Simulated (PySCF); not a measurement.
**Radial density of Pr²⁺ (praseodymium, charge +2)**

B3LYP, [Xe] 4f2 5d1, one real determinant (an excited configuration). All numbers are calculated (PySCF 2.14, the spin-free X2C one-electron Hamiltonian (Gaussian nucleus), in cc-pVDZ-X2C).

```
r (bohr)  4πr²ρ (e/bohr)  4πr²(ρα − ρβ)
  0.0180           78.17         0.0003
  0.0303           67.93         0.0010
  0.0510           85.72         0.0040
  0.0858           99.02         0.0169
   0.144           75.29         0.0690
   0.243           83.11         0.2848
   0.408           32.47         1.2361
   0.687           34.49         2.0406
    1.16           10.79         1.2983
    1.94           5.073         0.7269
    3.27          0.5069         0.2453
    5.50         0.01540         0.0144
    9.25       6.393e-05         0.0001
```

Densities and radii are taken from the X2C orbitals without a picture-change correction, which distorts them close to the nucleus.

⟨L²⟩ = 30.01 against 56 for a pure K term, so this real determinant mixes terms. Spin-orbit coupling, absent here, splits the open shell strongly.
